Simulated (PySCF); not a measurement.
**Spinor energies of Pb³⁺ (lead, charge +3)**

Start: [Xe] 4f14 5d9 6s2; 5d3/2 filled at m_j = -3/2, -1/2, +1/2, +3/2; 5d5/2 filled at m_j = -3/2, -1/2, +1/2, +3/2, +5/2. Calculated with PySCF 2.14 in x2c-SVPall-2c with one added diffuse shell each of s, p type (8s12p7d2f, 93 functions): generalised Hartree-Fock with the X2C-1e Hamiltonian and a Gaussian nucleus; one run each with spin-orbit coupling (SO) switched off, then screened by Boettger's factors. This is a chosen level, not necessarily the ground level.

```csv
spinor shell,electrons,"ε, spin-free (eV)","ε, screened SO (eV)",weight of nominal j (screened SO),"rms radius, screened SO (bohr)"
1s1/2,2,-88539.7,-88500.7,1.000,0.0181
2s1/2,2,-16025.9,-16013.4,1.000,0.0730
2p1/2,2,-13772.3,-15356.9,1.000,0.0617
2p3/2,4,-13772.3,-13161.6,1.000,0.0700
3s1/2,2,-3948.2,-3943.9,1.000,0.186
3p1/2,2,-3292.1,-3648.4,1.000,0.178
3p3/2,4,-3292.1,-3151.5,1.000,0.195
3d3/2,4,-2609.4,-2669.9,1.000,0.171
3d5/2,6,-2609.4,-2565.2,1.000,0.175
4s1/2,2,-961.31,-959.93,1.000,0.408
4p1/2,2,-742.53,-830.61,1.000,0.412
4p3/2,4,-742.53,-707.38,1.000,0.446
4d3/2,4,-482.91,-495.96,1.000,0.459
4d5/2,6,-482.91,-472.88,1.000,0.464
5s1/2,2,-201.70,-201.44,1.000,0.912
4f5/2,6,-195.01,-197.16,0.999,0.494
4f7/2,8,-195.01,-192.17,0.999,0.495
5p1/2,2,-137.79,-155.16,0.999,0.975
5p3/2,4,-137.79,-130.85,0.999,1.06
5d3/2,4,-62.115,-63.703,0.973,1.34
5d5/2,5,-62.115,-60.826,0.979,1.35
6s1/2,2,-42.124,-42.124,1.000,2.24
```

| quantity | spin-free | screened SO |
| --- | --- | --- |
| E (hartree) | -20862.10103 | -20899.82438 |
| M_J | 5/2 | 5/2 |
| ⟨J²⟩ | 8.753 | 8.753 |
| ⟨L²⟩ | 6.003 | 6.187 |
| ⟨S²⟩ | 0.750 | 0.936 |

Each row is a mean over spinors that exchange with the open shell spreads, by up to 5.577 eV (5p3/2).

Breit and QED terms are absent; they matter most for the inner s and p1/2 levels.

Densities and radii are taken from the X2C orbitals without a picture-change correction, which distorts them close to the nucleus.

Without spin-orbit coupling the j labels of p, d and f shells carry no meaning; the spin-free column gives the mean over the occupied spinors of each nl shell.
